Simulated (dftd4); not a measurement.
C2H7Al, triplet, at a GFN2-xTB geometry (such geometries of metal compounds can be far from the true shape) (a higher spin typed on purpose: for a closed-shell molecule this is an excited state); D4 for blyp (dftd4).

Input for dftd4:
```
$ dftd4 mol.xyz --func blyp --charge 0 --json dftd4.json --noedisp --property

# file mol.xyz
10

Al     0.40958518    -0.18314137    -0.80511561
C     -0.58097621    -1.24208483     0.75109971
H     -0.37697706    -2.26541523     0.44622273
H     -1.64939540    -1.04926874     0.74868397
H     -0.15066413    -1.05098784     1.72869272
C     -0.15699471     1.51820863     0.33890127
H      0.32500173     2.30475461    -0.23624706
H      0.24065338     1.49664967     1.34825049
H     -1.23395162     1.65544067     0.34478597
H      1.94855128    -0.36707805    -0.45389173
```

Output, abridged:

```
                    ____  _____ _____     ____  _  _
      -------------|  _ \|  ___|_   _|---|  _ \| || |------------
     |             | | | | |_    | | ___ | | | | || |_           |
     |             | |_| |  _|   | ||___|| |_| |__   _|          |
     |             |____/|_|     |_|     |____/   |_|            |
     |             ===================================           |
     |            E. Caldeweyher, S. Ehlert & S. Grimme          |
     |          Mulliken Center for Theoretical Chemistry        |
     |                    University of Bonn                     |
      -----------------------------------------------------------

Rational (Becke-Johnson) damping: blyp-D4-ATM
---------------------
  s6         1.0000
  s8         2.3408
  s9         1.0000
  a1         0.4449
  a2         4.0933
 alp        16.0000
--------------------

Atomic data, radii in Ångström:
------------------------------------------------------
   Z          R(cov)      r4/r2   hardness         EN
------------------------------------------------------
  13 Al       1.5067     2.9910     0.2635     1.6100
   6 C        1.0000     1.6431     0.4220     2.5500
   1 H        0.4267     1.0622     0.4726     2.2000
------------------------------------------------------

Atomic reference systems (in atomic units):
----------------------------------------------------------------------------
   Z        #      CN     q+Z       C6(AA)   #      CN     q+Z       C6(AA)
----------------------------------------------------------------------------
  13 Al     1  0.0000 13.0000     552.5530   2  0.8657 13.0371     439.2396
            3  1.7326 13.0508     252.6789   4  2.6154 13.0529     148.1048
   6 C      1  0.0000  6.0000      49.3833   2  0.9189  5.8288      52.1688
            3  1.9079  5.8579      35.6972   4  2.8312  5.7775      35.8445
            5  3.7487  5.7435      28.6317   6  2.9183  5.8956      32.2504
            7  0.8556  6.2103      25.6194
   1 H      1  0.0000  1.0000       7.6362   2  0.8942  1.0000       3.0374
----------------------------------------------------------------------------

Atomic properties (in atomic units):
----------------------------------------------------------------------------
     #    Z              CN          q      C6(AA)        C8(AA)   alpha(0)
----------------------------------------------------------------------------
     1   13 Al       2.4767     0.1707    147.2908    14116.4906    23.8806
     2    6 C        3.5780    -0.3216     31.2987      905.2142     8.2027
     3    1 H        0.9252     0.0739      2.0435       24.7030     2.2355
     4    1 H        0.9250     0.0810      1.9686       23.7971     2.1941
     5    1 H        0.9251     0.0816      1.9628       23.7275     2.1909
     6    6 C        3.5780    -0.3216     31.2987      905.2142     8.2027
     7    1 H        0.9252     0.0739      2.0435       24.7030     2.2355
     8    1 H        0.9251     0.0816      1.9628       23.7275     2.1909
     9    1 H        0.9250     0.0810      1.9686       23.7971     2.1941
    10    1 H        0.8701    -0.0004      3.0812       37.2461     2.7487
----------------------------------------------------------------------------

Molecular properties (in atomic units):
----------------------------------------
 molecular C6                1105.6666
 molecular C8               45129.6111
----------------------------------------

Dispersion energy:      -1.2123775002374E-02 Eh

[Info] JSON dump of results written to 'dftd4.json'
```
